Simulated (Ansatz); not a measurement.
Consider the hydrogenolysis of a B–B bond: `BCB(B)F` + H₂ → `BCBF` + BH₃.

Calculated with Ansatz (gas phase, PBE0-D4/def2-TZVP geometries, no zero-point term in ΔE). CCSD(T)/CBS is the MP2 limit (def2-TZVPP, def2-QZVPP) plus CCSD(T) − MP2 in def2-TZVPP, frozen cores. This one scheme is used for every species. Functionals use def2-TZVPP. One conformer a species, not always the lowest.

Q: Is it downhill or uphill in electronic energy at CCSD(T)/CBS, and by how much? (Estimate.)

A: Ansatz gave: Downhill: ΔE = -0.41 eV.

Q: What do these levels give: B97M-V, PBE, revPBE, PBE0, CCSD(T)/def2-TZVPP, SCS-MP2/def2-QZVPP? (An estimate is asked.)

A: The calculation gave: B97M-V -0.33, PBE -0.30, revPBE -0.33, PBE0 -0.38, CCSD(T)/def2-TZVPP -0.43, SCS-MP2/def2-QZVPP -0.49 eV.

Largest T1 diagnostic among the species: 0.013.

From BLYP to BHLYP (50 % exact exchange), in def2-TZVPP and without D4, ΔE moves by −0.13 eV. Leaving LDA and LC-ωPBE aside and taking each functional with its dispersion term where it has one, the values, not all of them listed here, spread over 0.24 eV, from BHLYP-D4 to revPBE-D4. LDA lies +0.06 eV from PBE without D4.
